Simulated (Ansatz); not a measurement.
CH4AsN, SMILES `C1N[AsH]1` from Hartree–Fock to CCSD(T)

```xyz
7

C     0.032    0.735   -0.119
N    -0.615   -0.081    0.860
As   -0.724   -0.916   -0.869
H    -0.499    1.647   -0.375
H     1.115    0.819   -0.124
H     0.057   -0.573    1.440
H     0.634   -1.631   -0.815
```

Total charge 0; spin multiplicity 1. Correlated methods freeze the filled d shell of As. Scalar relativity is left out up to krypton. The geometry is a stationary point of PBE0-D4/def2-TZVP. Frozen core, restricted reference, Ansatz.

```json
{"basis": "def2-SVP", "HF (Eh)": "-2328.43284", "MP2 corr.": "-0.42365"}
{"basis": "def2-TZVPP", "HF (Eh)": "-2328.82804", "MP2 corr.": "-0.52575"}
{"basis": "def2-QZVPP", "HF (Eh)": "-2328.87777", "MP2 corr.": "-0.56110"}
```

**Question.** Estimate the CCSD correlation energy and the (T) correction in each basis where they were run (hartree).

**Answer.** 
```csv
basis,CCSD corr.,(T)
def2-SVP,-0.45560,-0.01653
def2-TZVPP,-0.55002,-0.02596
```
